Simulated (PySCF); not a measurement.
Mg(Me) (CH₃Mg), SMILES [CH3][Mg+], charge +1. Coordinates come from a PBE0-D3(BJ)/def2-TZVP optimisation. The multiplicity is an assumed one; other spin states were not compared. The isomer is the one that the SMILES or the coordinates give; other isomers of the formula were not compared.

Method: PBE0-D3(BJ)/def2-TZVP in PySCF.

Harmonic wavenumbers (cm⁻¹): 533, 660, 660, 1099, 1414, 1414, 3068, 3191, 3191. Rotational constants (GHz): 154.1, 11.50, 11.50; symmetry number 3.

Problem. Work out the zero-point energy and the ideal-gas rigid-rotor harmonic-oscillator thermochemistry at 298.15 K and 1 atm.

Solution. ZPE = ½ Σ hcν = ½ × 15231 cm⁻¹ = 91.10 kJ/mol. H − E(el) = 102.33 kJ/mol. Entropy in J/(mol K): translation 154.54, rotation 75.78, vibration 5.81, total 236.14. G − E(el) = 31.92 kJ/mol. Cp = 47.79 J/(mol K).
